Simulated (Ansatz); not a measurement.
Mulliken charges of CH₆BIn (`C[BH][InH2]`) from PBE/def2-TZVPP in Ansatz (PBE0-D4/def2-TZVP geometry).

```csv
atom,x (Å),y (Å),z (Å),charge (e)
C1,-0.307,0.819,-1.225,-0.300
B2,-0.533,0.342,0.238,-0.092
In3,0.634,-1.257,1.301,0.338
H4,-1.225,1.137,-1.727,0.111
H5,0.284,1.744,-1.101,0.109
H6,0.267,0.167,-1.884,0.097
H7,-1.370,0.929,0.873,0.021
H8,0.127,-2.916,1.380,-0.142
H9,2.123,-0.965,2.145,-0.142
```

Task: By hand: the dipole of these point charges (1 e Å = 4.8032 D).

Result: Σ q r = (-0.072, 0.201, -0.191) e Å, of length 0.286 e Å = 1.37 D.

Task: How does the dipole of the full density compare? (An estimate is asked.)

Result: Computed: (-0.091, 0.235, -0.245) e Å, 1.69 D; the point charges give 0.81 times that, at 3° from its direction.

Point charges leave out the atoms' own dipoles, such as those of lone pairs, and Mulliken's split depends on the basis, so the two needn't agree.
